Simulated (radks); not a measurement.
Values are calculated unless marked as measured or tabulated.
Problem. These are the eigenvalues of the occupied orbitals of an atom or ion with whole-number occupations (hartree). Code: a radial shooting solver on a logarithmic mesh with Libxc functionals. Model: scalar-relativistic Kohn-Sham, SCAN, spin-polarised, spherical densities, finite nucleus; meta-GGA in the generalised Kohn-Sham scheme; Fermi nuclear charge, rms radius of each element as measured or else 0.836 A^(1/3) + 0.57 fm.

orbital  eigenvalue
1s up     -302.8932
1s down   -302.8931
2s up     -36.57282
2s down   -36.54548
2p up     -31.41114
2p down   -31.39081
3s up      -4.36713
3s down    -4.31503
3p up      -2.85561
3p down    -2.80404
3d up      -0.49695
3d down    -0.45150

Which element is it, and in what charge state? The configuration may be excited. Open shells, if any, are filled with parallel spins first.

Solution. Z = 28, nickel, charge +1: Ni+ in [Ar] 3d9. The list shows which subshells hold electrons but not how many an open one holds; the 1s level, -302.89 hartree, gives Z - s = 24.6 by -(Z - s)^2/2, which with screening and relativity narrows Z to a few neighbours, and the depths of the outer levels then fix element, charge and occupations together.
